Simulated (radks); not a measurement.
Values are calculated unless marked as measured or tabulated.
Spherical quantum dot in the effective-mass picture: electrons in a hard-walled sphere of radius 4.72, all in effective atomic units (hartree* = m*/eps^2 hartree, bohr* = eps/m* bohr), one dielectric constant everywhere. Level of theory: non-relativistic Kohn-Sham, LDA (Slater exchange, Perdew-Wang correlation), spin-polarised, spherical densities (a radial shooting solver with Libxc functionals). Levels are named by radial order and angular momentum (1s, 1p, 1d, 2s, ...), and open shells are averaged over m.

N = 4, configuration 1s2 1p(up 2, down 0). This is the lowest configuration that the search found. Occupied and some empty levels:

| level | occupation | eigenvalue (hartree*) | <r> (bohr*) |
|---|---|---|---|
| 1s up | 1 | 1.2293 | 2.706 |
| 1s down | 1 | 1.2815 | 2.692 |
| 1p up | 2 | 1.4020 | 2.981 |
| 1p down | 0 | 1.4565 | 2.983 |
| 1d up | 0 | 1.6566 | 3.172 |
| 1d down | 0 | 1.7109 | 3.177 |
| 2s up | 0 | 1.9326 | 2.244 |
| 2s down | 0 | 1.9680 | 2.243 |
| 1f up | 0 | 1.9807 | 3.315 |
| 1f down | 0 | 2.0339 | 3.321 |

Energy (hartree*): total 3.05977, kinetic 1.4341, external 0, Hartree 2.5323, exchange-correlation -0.90656.

Electron density:

| r (bohr*) | n(r) (e/bohr*^3) |
|---|---|
| 0.236 | 0.01231 |
| 0.589 | 0.01322 |
| 0.943 | 0.01480 |
| 1.30 | 0.01684 |
| 1.65 | 0.01893 |
| 2.00 | 0.02056 |
| 2.36 | 0.02106 |
| 2.71 | 0.01986 |
| 3.06 | 0.01675 |
| 3.42 | 0.01213 |
| 3.77 | 0.007058 |
| 4.13 | 0.002821 |
| 4.48 | 0.0004348 |
